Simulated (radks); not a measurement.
Q: The mean radii <r> (bohr) of the occupied orbitals of an atom or ion are listed with their occupations. All-electron calculation, Dirac Kohn-Sham, LDA (Slater exchange, Perdew-Wang correlation), spin-unpolarised, spherical densities, finite nucleus; Fermi nuclear charge, rms radius of each element as measured or else 0.836 A^(1/3) + 0.57 fm. Program: a radial shooting solver on a logarithmic mesh with Libxc functionals.

orbital  occ.     <r>
1s1/2       2  0.9593

Name the element and its charge. Open shells, if any, fill j = l - 1/2 first.

A: Z = 2, helium, charge 0: He in [He]. The 1s radius gives Z: for a bare nucleus <r> = (2 gamma + 1)/(2Z) with gamma = sqrt(1 - (Z/c)^2), 0.7499 bohr for Z = 2, and screening makes it slightly larger (0.9593 here). The occupations add up to 2, and the charge is Z minus that.
